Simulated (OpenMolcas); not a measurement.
Co4+, Rh4+, Ir4+: d⁵ down the group

* Program: OpenMolcas
* Method: SS-RASPT2, IPEA 0.25 Eh, imaginary shift 0.1 Eh
* Basis: ANO-RCC-VQZP
* Scalar Hamiltonian: DKH2, point nucleus
* Spin-orbit coupling: RASSI with atomic mean-field integrals over the reference wave functions, term energies averaged over their components

Active space for each ion: 11 electrons in 8 orbitals (RAS1 p, at most 2 holes; RAS2 d); closed shells correlated by CASPT2: Co4+ 3s; Rh4+ 4s; Ir4+ 5s.

Computed levels in cm-1 above ⁶S_5/2:

| Level | Co4+ | Rh4+ | Ir4+ |
| --- | --- | --- | --- |
| ⁴G_7/2 | 38400 | 26390 | 23440 |
| ⁴G_11/2 | 38410 | 26500 | 24730 |
| ⁴G_9/2 | 38430 | 26600 | 25770 |
| ⁴P_1/2 | 42670 | 30450 | 27730 |
| ⁴D_7/2 | 46370 | 31810 | 30950 |
| ⁴D_1/2 | 46500 | 33020 | 35440 |
| ²I_11/2 | 55800 | 38290 | 36190 |
| ²I_13/2 | 55920 | 39030 | 39750 |
| ²F_7/2(1) | 61940 | 45380 | 51440 |
| weight of ⁶S in the lowest level (%) | 100 | 99 | 85 |

Mixed levels, with the weight of the term that names them: Rh4+ ⁴P_1/2 (70 %), Rh4+ ⁴D_1/2 (71 %), Rh4+ ²F_7/2(1) (65 %), Ir4+ ⁴G_7/2 (64 %), Ir4+ ⁴P_1/2 (60 %), Ir4+ ⁴D_7/2 (66 %), Ir4+ ⁴D_1/2 (65 %), Ir4+ ²I_11/2 (73 %), Ir4+ ²F_7/2(1) (63 %).

Measured, with the error of the calculation in %. Measured levels: Co4+ from Sugar and Corliss, J. Phys. Chem. Ref. Data 10, 1097 (1981).

```
    Level          Co4+
  ⁴G_11/2  37218 (+3.2)
   ⁴P_1/2  41024 (+4.0)
   ⁴D_7/2  44709 (+3.7)
   ⁴D_1/2  44908 (+3.5)
²F_7/2(1)  59455 (+4.2)
```

Without spin-orbit coupling ⁴G lies 38400, 26460, 24270 cm-1 above ⁶S in that order; the difference to the level ⁴G_7/2, of either sign, comes from spin-orbit coupling, which also lowers the zero.

CASPT2 breaks the degeneracy within a term, and the mean is taken; among the terms shown or strongly mixed into the levels shown the widest spread is 350 cm-1 (5d⁵ ²I, Ir4+). Active for correlation alone: 3p; no level in the range computed is led by a configuration that opens it, so any true level of that kind is missing (holds for Co4+). Active for correlation alone: 4p; no level in the range computed is led by a configuration that opens it, so any true level of that kind is missing (holds for Rh4+). Active for correlation alone: 5p; no level in the range computed is led by a configuration that opens it, so any true level of that kind is missing (holds for Ir4+). Computed and measured levels are paired by configuration, term and J; levels that our copy of the source lacks, or whose pairing is in doubt (as where it misses far off the trend of its configuration), stay unpaired and out of the deviations. Levels of configurations outside the active space are missing.

A number in round brackets counts repeated terms of one configuration in the order of the reference energies.
